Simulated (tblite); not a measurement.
Species: C6H15B2FO.
Numbering: `[CH3:1][O:2][B:3]([CH2:4][BH:5][F:6])[C:7]([CH3:8])([CH3:9])[CH3:10]` (hydrogens: H11, H12, H13 on C1; H14, H15 on C4; H16 on B5; H17, H18, H19 on C8; H20, H21, H22 on C9; H23, H24, H25 on C10)

Computed with GFN2-xTB (tblite), gas phase: L-BFGS steps from a force-field or distance-geometry start until the largest atomic force falls under 0.01 eV/Å.

Geometry at step 28:
```
atom  x, y, z in Å
C1      2.1315   -2.0113   -0.4845
O2      0.9442   -1.3553   -0.1444
B3      0.5281   -0.1052   -0.0369
C4      1.4053    1.2264   -0.3008
B5      2.0199    1.9501    0.9437
F6      3.3174    1.9428    1.2105
C7     -1.0948   -0.0293    0.0884
C8     -1.7178    1.1505    0.8518
C9     -1.5410    0.0421   -1.3920
C10    -1.6339   -1.3291    0.7080
H11     1.8781   -2.7524   -1.2497
H12     2.5269   -2.4904    0.4157
H13     2.8932   -1.3580   -0.9101
H14     0.6982    1.9367   -0.7269
H15     2.1614    1.0529   -1.0668
H16     1.3569    2.6161    1.6488
H17    -2.8027    1.0747    0.7801
H18    -1.4552    1.1163    1.9089
H19    -1.4163    2.1142    0.4418
H20    -1.2204    0.9845   -1.8351
H21    -1.0786   -0.7692   -1.9537
H22    -2.6243   -0.0367   -1.4845
H23    -1.2516   -2.1913    0.1672
H24    -2.7213   -1.3491    0.6839
H25    -1.3141   -1.4056    1.7455
```

Q: What forces act on the atoms?

A: 
| atom | Fx (eV/Å) | Fy (eV/Å) | Fz (eV/Å) |
| --- | --- | --- | --- |
| C1 | 0.046 | 0.171 | -0.054 |
| O2 | -0.095 | -0.077 | 0.056 |
| B3 | 0.034 | 0.077 | -0.096 |
| C4 | -0.002 | 0.147 | -0.089 |
| B5 | -0.090 | 0.097 | -0.024 |
| F6 | -0.114 | -0.174 | -0.091 |
| C7 | 0.073 | 0.008 | -0.026 |
| C8 | 0.036 | -0.130 | -0.069 |
| C9 | 0.026 | -0.002 | 0.108 |
| C10 | -0.011 | 0.078 | -0.014 |
| H11 | 0.050 | -0.137 | 0.183 |
| H12 | 0.020 | -0.082 | -0.149 |
| H13 | 0.064 | 0.263 | 0.093 |
| H14 | -0.061 | 0.055 | -0.043 |
| H15 | 0.090 | -0.242 | 0.093 |
| H16 | 0.040 | -0.036 | 0.162 |
| H17 | -0.006 | 0.081 | 0.000 |
| H18 | 0.088 | 0.027 | -0.128 |
| H19 | 0.055 | -0.135 | 0.053 |
| H20 | -0.076 | -0.052 | 0.009 |
| H21 | -0.128 | 0.042 | 0.005 |
| H22 | 0.065 | 0.004 | 0.047 |
| H23 | -0.065 | 0.037 | 0.040 |
| H24 | -0.035 | -0.002 | -0.033 |
| H25 | -0.005 | -0.016 | -0.033 |

The largest, 0.29 eV/Å, acts on H13; the rms over all components is 0.089 eV/Å. The forces sum to zero within rounding, as they must for an isolated molecule in no field.

Q: Give the force on H13 in Eh/bohr and in nN.

A: 0.286 eV/Å ÷ 51.422 = 0.00557 Eh/bohr, and 0.286 eV/Å × 1.602 = 0.46 nN.

Q: How far is this geometry from the end of the optimisation?

A: 0.254 eV above it, and 0.507 Å rms away after alignment. The bonds farthest from their final lengths, with half the difference of the two atoms' forces along the bond (positive lengthens):

```tsv
bond	now (Å)	final (Å)	force along bond (eV/Å)
B3–C7	1.629	1.618	-0.02
C1–O2	1.398	1.409	+0.02
C7–C9	1.548	1.537	-0.06
O2–B3	1.322	1.326	+0.05
C4–B5	1.565	1.561	0.00
C8–H19	1.090	1.087	-0.02
```

The angle farthest from its final value is C1–O2–B3, 136.9° against 127.4°.

Of the 3 listed bonds off by 0.010 Å or more, this force points towards the final length in 3.

The cost below is that of the whole relaxation. On an Intel Xeon with one thread (shared host), this took 2.5 s wall.
